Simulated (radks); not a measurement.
Values are calculated unless marked as measured or tabulated.
The mean radii <r> (bohr) of the occupied orbitals of an atom or ion are listed with their occupations. Level of theory: scalar-relativistic Kohn-Sham, BLYP, spin-polarised, spherical densities, point nucleus (a radial shooting solver on a logarithmic mesh with Libxc functionals).

orbital  occ.      <r>
1s up       1  0.01803
1s down     1  0.01803
2s up       1  0.07620
2s down     1  0.07620
2p up       3  0.06834
2p down     3  0.06834
3s up       1   0.1974
3s down     1   0.1974
3p up       3   0.1979
3p down     3   0.1979
3d up       5   0.1792
3d down     5   0.1792
4s up       1   0.4405
4s down     1   0.4405
4p up       3   0.4686
4p down     3   0.4685
4d up       5   0.5001
4d down     5   0.4996
5s up       1    1.027
5s down     1    1.021
5p up       3    1.179
5p down     2    1.176
4f up       7   0.5791
4f down     7   0.5739
5d up       4    1.568

Name the element and its charge. Open shells, if any, are filled with parallel spins first.

Answer. Z = 75, rhenium, charge +4: Re4+ in [Kr] 4d10 4f14 5s2 5p5 5d4. The 1s radius gives Z: for a bare nucleus <r> = (2 gamma + 1)/(2Z) with gamma = sqrt(1 - (Z/c)^2), 0.01783 bohr for Z = 75, and screening makes it slightly larger (0.01803 here). The occupations add up to 71, and the charge is Z minus that.
